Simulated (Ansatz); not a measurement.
AlH₈NSi₂ (`N[SiH]([AlH2])[SiH3]`), relaxed with RKS PBE0-D4/def2-TZVP in the Gaussian-basis code of Ansatz from a PBE-D4/def2-SVP geometry. The force threshold is 0.005 eV/Å; the program also tests the step.

Total charge 0; spin multiplicity 1.

Start:

```xyz
12

N     1.678   -0.773   -0.810
Si    0.475   -0.280    0.400
Al    0.286    2.135    0.896
Si   -1.605   -1.115   -0.343
H     2.655   -0.574   -0.568
H     1.508   -0.414   -1.756
H     0.794   -1.033    1.675
H    -0.754    2.720    1.974
H     1.202    3.182    0.086
H    -1.596   -2.612   -0.502
H    -1.950   -0.506   -1.680
H    -2.693   -0.731    0.628
```

(1) By how much does the energy fall, and how many steps does the optimiser take? (Estimate.)

(2) Which bonds change most? (Best estimate.)

(3) Give the relaxed structure. (An estimate is asked.)

Answers

(1) Ansatz gave: 0.04 eV, in 13 steps.

(2) The calculation gave: N1–Si2 from 1.775 to 1.742 Å; Si4–H12 from 1.507 to 1.489 Å; Si4–H10 from 1.506 to 1.488 Å; Si2–H7 from 1.514 to 1.496 Å.

(3) The calculation gave: 
```xyz
12

N     1.693   -0.769   -0.783
Si    0.493   -0.276    0.380
Al    0.261    2.127    0.892
Si   -1.584   -1.079   -0.355
H     2.663   -0.593   -0.568
H     1.521   -0.556   -1.754
H     0.792   -0.999    1.655
H    -0.707    2.624    2.056
H     1.047    3.227    0.049
H    -1.617   -2.561   -0.491
H    -1.917   -0.488   -1.684
H    -2.644   -0.657    0.603
```
